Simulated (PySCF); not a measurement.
**From computed data to an observable: chemical shift, span and skew from a shielding tensor**

CH₆O₂Si₂, SMILES O=C[SiH2]O[SiH3]. Atoms are numbered in the order given.

```xyz
11

O     -0.2588    -3.2054     0.0000
C     -0.6348    -2.0546     0.0000
Si     0.6588    -0.6268     0.0000
O     -0.1569     0.8144     0.0000
Si    -0.1946     2.4757     0.0000
H     -1.7371    -1.8122     0.0000
H      1.5041    -0.7661     1.2186
H      1.5041    -0.7661    -1.2186
H     -1.6165     2.9108     0.0000
H      0.4908     3.0025     1.2150
H      0.4908     3.0025    -1.2150
```

The structure is a stationary point at B3LYP-D3(BJ)/def2-SVP. Other conformers were not sampled.

GIAO shieldings from PBE/pcSseg-1 (PySCF), non-relativistic, no solvent. The symmetric part of the tensor of Si5 has the principal values 322.8, 330.6, 458.6 ppm. The same nucleus in TMS has σ = 335.4 ppm at this level (PySCF, at its B3LYP-D3(BJ)/def2-TZVP geometry).

Q: Work out the isotropic shielding, the ²⁹Si shift against TMS, the span and the skew.

A: 
σ(iso) = (σ11 + σ22 + σ33)/3 = 370.7 ppm. δ = σ(ref) − σ(iso) = 335.4 − (370.7) = -35.3 ppm.
Span Ω = σ33 − σ11 = 135.8 ppm. Skew κ = 3(σ(iso) − σ22)/Ω = 0.89. Tumbling in solution averages the tensor to δ; in a static solid the shielding alone would spread this spin-1/2 line over Ω.
